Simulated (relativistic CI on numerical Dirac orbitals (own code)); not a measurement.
## How well does a small relativistic CI reproduce Ti III?

Computed by Dirac-Coulomb-Breit CI, KLI orbitals optimised for each configuration, model QED (radiative potential, 1s self-energy scaled to tabulated hydrogen-like ionisation energies), valence Slater integrals scaled by 0.85, P86 correlation energy added to each configuration (own radial code, finite nucleus).

CI space (outside the closed core [Ne] 3s2): 3p6 3d2, 3p6 3d 4s, 3p6 3d 4p, 3p6 4s2, 3p6 3d 5s, 3p6 3d 4d, 3p6 3d 5p, 3p6 4s 4p, 3p6 3d 4f, 3p6 3d 5d, 3p6 3d 5f, 3p6 3d 5g, 3p5 3d3, 3p6 4p2, 3p6 4s 4d. Levels of other configurations are missing.

```
Configuration  Term (tabulated)  J  Measured (cm⁻¹)  Computed  Error  Purity (%)
      3p6 3d2                3F  2              0.0         0      0         100
      3p6 3d2                3F  3            184.9       160    -25         100
      3p6 3d2                3F  4            420.4       364    -56         100
      3p6 3d2                1D  2           8473.5      9423    950          99
      3p6 3d2                3P  0          10538.4     11431    893         100
      3p6 3d2                3P  1          10603.6     11486    883         100
      3p6 3d2                3P  2          10721.2     11585    863          99
      3p6 3d2                1G  4          14397.6     14826    429         100
      3p6 3d2                1S  0          32475.5     34515   2039          98
    3p6 3d 4s                3D  2          38198.9     39947   1748         100
    3p6 3d 4s                3D  3          38426.0     40151   1725         100
    3p6 3d 4s                1D  2          41704.3     43620   1915          99
    3p6 3d 4p               1D°  2          75198.2     76289   1091          98
    3p6 3d 4p               3D°  1          77000.2     77820    820         100
    3p6 3d 4p               3D°  2          77167.4     77977    809          89
    3p6 3d 4p               3F°  2          77421.9     78227    805          88
    3p6 3d 4p               3D°  3          77424.4     78212    788          87
    3p6 3d 4p               3F°  3          77746.4     78521    774          87
    3p6 3d 4p               3F°  4          78158.6     78898    739         100
    3p6 3d 4p               3P°  1          80939.2     81631    692          99
    3p6 3d 4p               3P°  0          80944.9     81633    688         100
    3p6 3d 4p               3P°  2          81024.5     81708    684         100
    3p6 3d 4p               1F°  3          83116.9     84112    995         100
    3p6 3d 4p               1P°  1          83796.9     84474    677          97
      3p6 4s2                1S  0         102665.1    105691   3026          95
    3p6 3d 4d                1F  3         127790.6    127186   -605          97
    3p6 3d 4d                3D  1         128433.4    127738   -695          97
    3p6 3d 4d                3D  2         128546.4    127840   -707         100
    3p6 3d 4d                3D  3         128689.7    127973   -716          98
    3p6 3d 4d                3G  3         129093.3    128317   -777          99
    3p6 3d 4d                3G  4         129252.7    128464   -788         100
    3p6 3d 4d                1P  1         129253.4    128603   -650          96
    3p6 3d 4d                3G  5         129469.4    128665   -804         100
    3p6 3d 4d                3S  1         130739.8    129907   -833          99
    3p6 3d 4d                3F  2         133065.2    132740   -325          99
    3p6 3d 4d                3F  3         133207.1    132876   -331         100
    3p6 3d 4d                3F  4         133371.1    133032   -339         100
    3p6 3d 5s                3D  1         133898.5    133254   -644         100
    3p6 3d 5s                3D  2         133999.8    133356   -644          95
    3p6 3d 5s                3D  3         134275.1    133598   -677         100
    3p6 3d 4d                3P  0         135541.5    134880   -661          99
    3p6 3d 4d                3P  1         135601.5    134936   -665          99
    3p6 3d 4d                3P  2         135721.5    135065   -656          75
    3p6 3d 4d                1G  4         136339.7    135606   -734          99
    3p6 4s 4p               3P°  0         137258.9    138507   1248          99
    3p6 4s 4p               3P°  1         137487.8    138728   1240          99
    3p6 4s 4p               3P°  2         137961.2    139179   1218          99
    3p6 3d 4d                1S  0         140019.2    138951  -1068          95
    3p6 3d 5p               1D°  2         147212.8    146654   -558          90
    3p6 3d 5p               3D°  1         147562.1    146957   -605          99
    3p6 3d 5p               3D°  2         147749.9    147126   -624          92
    3p6 3d 5p               3F°  2         147931.5    147332   -600          93
    3p6 3d 5p               3F°  3         148111.1    147498   -614          99
    3p6 3d 5p               3F°  4         148410.2    147767   -643         100
    3p6 3d 5p               3P°  0         149019.8    148530   -490          99
    3p6 3d 5p               3P°  2         149268.0    148755   -513          99
    3p6 3d 5p               1P°  1         149403.5    149280   -124          89
    3p6 3d 5p               1F°  3         149655.8    149361   -295          99
    3p6 3d 4f               1G°  4         158285.3    159415   1130          85
    3p6 3d 4f               3F°  2         158536.6    159664   1128          93
    3p6 3d 4f               3F°  3         158557.8    159679   1121          70
    3p6 3d 4f               3G°  3         158740.9    159857   1116          67
```

Measured levels from Corliss and Sugar, J. Phys. Chem. Ref. Data 8, 1 (1979); pairs were made by configuration, J and term (by order where the table uses no LS term), so strongly mixed levels may be paired wrongly.

Mean error by configuration (cm⁻¹): 3p6 3d2 747; 3p6 3d 4s 1796; 3p6 3d 4p 797; 3p6 4s2 3026; 3p6 3d 4d -668; 3p6 3d 5s -655; 3p6 4s 4p 1235; 3p6 3d 5p -506; 3p6 3d 4f 1124. Over the excited levels the mean absolute error is 831 cm⁻¹ (61 of the 64 excited levels that our extract of the source holds in range could be paired, and the others can miss by more), and the median relative error of those above 1,000 cm⁻¹ is 0.7 %.
